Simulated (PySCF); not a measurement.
Ar⁺ (argon, charge +1) across methods

[Ne] 3s2 3p5, 2P determinant. Computed with PySCF 2.14 in dyall-av3z (19s12p3d2f, 84 functions), with the spin-free X2C one-electron Hamiltonian (Gaussian nucleus).

```
   method  E (hartree)  mean ε 3s β (eV)  mean ε 3p α (eV)  mean ε 3p β (eV)  Σ⟨r²⟩ (bohr²)   ⟨S²⟩
BHandHLYP    -528.8063           -40.943           -26.187           -24.978          20.09  0.754
      UHF   -528.09757           -44.988           -29.133           -27.609          20.12  0.758
      M06    -528.7841           -38.370           -24.344           -23.058          19.97  0.752
   r2SCAN    -528.7623           -36.606           -23.204           -21.973          20.01  0.755
     PBE0    -528.6368           -38.488           -24.500           -23.320          20.03  0.754
     BLYP    -528.8106           -35.780           -22.432           -21.400          20.17  0.752
      LDA    -527.1640           -35.992           -22.665           -21.577          20.14  0.751
     PW91    -528.7905           -35.977           -22.682           -21.603          20.09  0.753
```

**Question.** Estimate the same row for PBE.

**Answer.** E (hartree) = -528.5991; mean ε 3s β (eV) = -35.908; mean ε 3p α (eV) = -22.617; mean ε 3p β (eV) = -21.526; Σ⟨r²⟩ (bohr²) = 20.09; ⟨S²⟩ = 0.753.
